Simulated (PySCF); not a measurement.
Vertical excitations of a molecule C₃H₈FNSi from TDA-PBE/def2-SVPD (PySCF 2.14.0), as energy in eV (oscillator strength): 4.24 (0.001), 5.91 (0.004), 6.14 (0.016), 6.25 (0.023), 6.65 (0.025), 6.82 (0.105), 6.88 (0.007), 7.01 (0.051), 7.17 (0.017), 7.30 (0.018). Lowest triplet (TDA): 4.16 eV. Geometry: ωB97X-D3(BJ)/def2-SVP. One conformer was computed; it need not be the lowest.

**Question.** Identify the compound among the candidates.
A. C=CC[Si@H](N)F
B. NC1([SiH2]F)CC1
C. C=C[Si@H](F)NC
D. N[SiH2]C/C=C\F

**Answer.** C, C=C[Si@H](F)NC
